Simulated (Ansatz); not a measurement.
`Cl[BH][GaH2]`. Total charge 0; spin multiplicity 1.

```csv
atom,x (Å),y (Å),z (Å)
Cl1,0.774,2.122,-0.767
B2,0.754,0.376,-0.646
Ga3,-0.663,-0.538,0.580
H4,1.587,-0.180,-1.300
H5,-2.079,-0.953,0.034
H6,-0.373,-0.827,2.099
```

Q: List the harmonic frequencies (cm⁻¹, unscaled) at PBE0-D4/def2-TZVP in Ansatz. (Best estimate.)

A: The calculation gave: 122, 158, 322, 455, 600, 716, 752, 838, 1038, 1950, 1951, 2616.

Q: Is this a minimum?

A: Yes, all 12 modes are real.

Q: Give the ideal-gas thermochemistry at 298.15 K and 1 bar (rigid rotor, harmonic oscillator; point group Cs, symmetry number 1).

A: Zero-point energy 68.9 kJ/mol; H(298) − E = 85.2 kJ/mol; entropy 313.1 J/(mol·K), of which translation 168.5, rotation 107.1, vibration 37.5; G(298) − E = -8.1 kJ/mol.

Q: Rotational constants (cm⁻¹)?

A: 0.9914, 0.06137, 0.05926.
